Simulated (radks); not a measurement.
Species: Rb. Configuration: [Kr] 5s1 (the NIST ground configuration). All-electron calculation, non-relativistic Kohn-Sham, exchange-only B88, spin-polarised, spherical densities, point nucleus; open shells are filled with parallel spins first (spin-orbit coupling, left out, can overturn this in heavy ions); relativity is left out, which matters for an element this heavy. Program: a radial shooting solver on a logarithmic mesh with Libxc functionals. Some entries of the table are withheld. Estimate them.

orbital  occ.  eigenvalue (eV)  <r> (bohr)
1s up       1        -14745.06     0.04129
1s down     1        -14745.06     0.04129
2s up       1        -1941.631      0.1823
2s down     1        -1941.628      0.1823
2p up       3        -1763.108      0.1569
2p down     3        -1763.106      0.1569
3s up       1        -285.5932      0.5221
3s down     1        -285.5870      0.5221
3p up       3        -221.1962      0.5238
3p down     3        -221.1897      0.5238
3d up       5        -105.0660         (1)
3d down     5        -105.0588         (2)
4s up       1         -29.7478         (3)
4s down     1         -29.7160         (4)
4p up       3         -15.0201       1.748
4p down     3         -14.9364       1.734
5s up       1              (5)       5.393

Answer. 
(1) 3d up <r> (bohr): 0.5239
(2) 3d down <r> (bohr): 0.5239
(3) 4s up <r> (bohr): 1.486
(4) 4s down <r> (bohr): 1.484
(5) 5s up eigenvalue (eV): -2.1609
